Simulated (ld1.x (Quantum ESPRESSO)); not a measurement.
# How hard is this Ag (Z = 47) TM potential?

Ag, norm-conserving Troullier–Martins (Kleinman–Bylander form), made with ld1.x (Quantum ESPRESSO) 7.5 (PBE, scalar-relativistic). Core [Kr], reference 4d10 5s0 5p1. Waves: 5s (bound, empty): rc 2.15 bohr; 5p (bound): rc 2.95 bohr; 4d (bound): rc 1.75 bohr. Local part: the d channel. Core correction: none.

The pseudo-atom Hamiltonian at the reference potential is diagonalised in spherical Bessel functions j_l(qr) that vanish at 20 bohr, with q² up to the cutoff. All-electron valence levels (Ry): 5s -0.4230, 5p -0.1242, 4d -0.6933.

Problem. How do the lowest levels (Ry) of each channel move with the cutoff, and are there ghosts?

Solution.

| cutoff (Ry) | s #1 | s #2 | s #3 | p #1 | p #2 | d #1 | d #2 | f #1 | f #2 | Σ f·Δε (mRy) |
| --- | --- | --- | --- | --- | --- | --- | --- | --- | --- | --- |
| 8 | -2.4614 | -0.4183 | -0.0331 | -0.1239 | 0.0190 | 0.0153 | 0.0866 | 0.0824 | 0.2037 | 7086.1 |
| 12 | -5.1711 | -0.4196 | -0.0331 | -0.1243 | 0.0190 | -0.0064 | 0.0550 | 0.0824 | 0.2037 | 6868.3 |
| 18 | -7.4010 | -0.4224 | -0.0333 | -0.7261 | -0.1242 | -0.1786 | 0.0313 | 0.0824 | 0.2037 | 5146.9 |
| 25 | -8.2132 | -0.4229 | -0.0333 | -1.8204 | -0.1242 | -0.3808 | 0.0279 | 0.0824 | 0.2037 | 3124.5 |
| 35 | -8.5925 | -0.4230 | -0.0333 | -2.3764 | -0.1242 | -0.5989 | 0.0265 | 0.0824 | 0.2037 | 944.1 |
| 40 | -8.6350 | -0.4230 | -0.0333 | -2.4545 | -0.1242 | -0.6520 | 0.0262 | 0.0824 | 0.2037 | 413.0 |
| 50 | -8.6503 | -0.4230 | -0.0333 | -2.5359 | -0.1242 | -0.6866 | 0.0261 | 0.0824 | 0.2037 | 66.8 |
| 60 | -8.6509 | -0.4230 | -0.0333 | -2.5481 | -0.1242 | -0.6924 | 0.0260 | 0.0824 | 0.2037 | 9.0 |
| 80 | -8.6520 | -0.4230 | -0.0333 | -2.5493 | -0.1242 | -0.6931 | 0.0260 | 0.0824 | 0.2037 | 1.3 |
| 100 | -8.6530 | -0.4230 | -0.0333 | -2.5499 | -0.1242 | -0.6932 | 0.0260 | 0.0824 | 0.2037 | 0.6 |
| 120 | -8.6531 | -0.4230 | -0.0333 | -2.5501 | -0.1242 | -0.6933 | 0.0260 | 0.0824 | 0.2037 | 0.1 |
| 400 | -8.6531 | -0.4230 | -0.0333 | -2.5501 | -0.1242 | -0.6933 | 0.0260 | 0.0824 | 0.2037 | 0.0 |

Result: ghost states, extra bound levels that the all-electron valence spectrum of the same l lacks: s at -117.7 eV, p at -34.7 eV (a true bound ghost makes a file unfit for plane-wave use); 10 mRy is reached at 60 Ry and 1 mRy at 100 Ry.
